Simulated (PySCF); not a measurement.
**A computed series [M(CH3)2]+**

Computed with PySCF 2.14.0, PBE0, def2-SVP on the ligands, density fitting, scalar-relativistic core potentials, no spin-orbit coupling, vacuum. Each member is relaxed from one template within its symmetry. Distances are means of the shortest metal–ligand contacts, charges and spins Mulliken's; removal energies are rigid, with the ligand's formal charge and no counterpoise, so too large; for an anion taken off a cation in vacuum most of it is the attraction of opposite charges, and multiply charged cations can part far more cheaply with an electron moved from ligand to metal. lcecp potentials hold a fixed number of 4f electrons in the core, out of states, spins and gaps.

```tsv
metal	basis on the metal	point group	M–CH3 (Å)	charge on M (e)	removal of one CH3 (eV)	strongest infrared band, degenerate modes summed (cm⁻¹)	unstable modes (below −25 cm⁻¹)
La	lcecp-1-SVP with ECP46	C2	2.377	1.35	14.86	449	0
Nd	lcecp-1-SVP with ECP49	C2	2.310	1.24	15.30	464	0
Eu	lcecp-1-SVP with ECP52	C2	2.290	1.27	15.49	468	0
Tb	lcecp-1-SVP with ECP54	C2	2.269	1.26	15.69	472	0
Ho	lcecp-1-SVP with ECP56	C2	2.249	1.24	15.89	477	0
Tm	lcecp-1-SVP with ECP58	C2	2.232	1.22	16.07	480	0
Lu	lcecp-1-SVP with ECP60	C2	2.218	1.19	16.24	486	0
Bi	def2-SVP with ECP60	C2v	2.227	0.95	18.25	1413	0
```

(1) A further member has point group C2, M–CH3 (Å) 2.360, charge on M (e) 1.35, removal of one CH3 (eV) 14.96, strongest infrared band, degenerate modes summed (cm⁻¹) 452, unstable modes (below −25 cm⁻¹) 0. Which metal is it?

Moved off a saddle point of the template and relaxed again: La, Ce, Nd, Eu, Tb, Ho, Tm, Lu. One start shape was tried for each, so a minimum needn't be the lowest isomer.

Answers

(1) Ce, lcecp-1-SVP with ECP47. This is one of several that fit.
